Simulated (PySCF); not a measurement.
C₅H₁₄GeSi.
Geometry (PBE0-D3(BJ)/def2-SVP, Å), atoms numbered from 1 in this order:
```xyz
21
C5H14GeSi angstrom
Ge     3.1732    0.7554   -0.8209
Si     1.7040   -1.0108   -0.1896
C     -0.1039   -0.5409   -0.4791
C     -0.5734    0.7105    0.2742
C     -2.1090    0.6463    0.2095
C     -2.4624   -0.8433   -0.0103
C     -1.1218   -1.5940   -0.0231
H      4.6436    0.3966   -0.5305
H      3.0466    1.0626   -2.3271
H      2.8392    2.0481   -0.0492
H      1.9117   -1.3128    1.2643
H      2.0605   -2.2382   -0.9713
H     -0.2326   -0.3714   -1.5652
H     -0.2364    0.6551    1.3245
H     -0.1647    1.6449   -0.1402
H     -2.4788    1.2557   -0.6294
H     -2.5706    1.0579    1.1196
H     -3.1429   -1.2343    0.7610
H     -2.9758   -0.9754   -0.9753
H     -0.8678   -1.9318    0.9971
H     -1.1341   -2.4896   -0.6627
```

Computed with TDDFT PBE0/def2-SVPD, vertical, gas phase, core orbitals frozen in the response (PySCF 2.14.0, density-fitted response routines). The PBE0/def2-SVPD calculation is non-relativistic and has no spin–orbit coupling, an omission that weighs most on germanium.

Transition dipole moments from the ground state, in atomic units and in the frame of the coordinates above (overall signs are arbitrary), for the states with f of 0.002 or more among the lowest 7:

```
state  E (hartree)      μx      μy      μz
   S1       0.2565  -0.553   0.018  -0.019
   S2       0.2603  -0.453  -0.705   0.252
   S3       0.2690  -0.043   0.092   0.281
   S4       0.2752  -0.124  -0.156   0.050
   S5       0.2811   0.981   0.466  -0.163
   S6       0.2845   0.538   0.527  -0.235
   S7       0.2872   0.571   0.536  -0.251
```

Q: Work out the oscillator strengths.

A: f = (2/3) ΔE |μ|² with ΔE in hartree (27.2114 eV).

```
state  |μ|² (au)  |μ| (D)      f
   S1      0.307     1.41  0.052
   S2      0.765     2.22  0.133
   S3      0.089     0.76  0.016
   S4      0.042     0.52  0.008
   S5      1.206     2.79  0.226
   S6      0.623     2.01  0.118
   S7      0.676     2.09  0.129
```

Q: What angle do the transition dipoles of S1 and S5 make?

A: |cos θ| = |μa·μb| / (|μa| |μb|) = 0.87, so θ ≈ 29° (taken between 0 and 90°, since the signs are arbitrary).

Q: How is the summed strength of these states shared among x, y and z?

A: (2/3) Σ ΔE μα² gives 0.389 for x, 0.241 for y and 0.053 for z, 0.683 in all.

Q: What peak molar absorption coefficient would the strongest computed level give as a lone Gaussian band 0.4 eV wide at half height?

A: ε(max) = 2.175×10⁸ f / FWHM, with the width in cm⁻¹. S5: 2.175×10⁸ × 0.2260 / 3226 ≈ 15000 L mol⁻¹ cm⁻¹.

All these states lie below the vertical ionisation energy of 9.50 eV (ΔSCF).

One conformer stands for the species.

Without π bonds the low states may be Rydberg-like; a valence basis with one diffuse set may place them up to an eV too high.
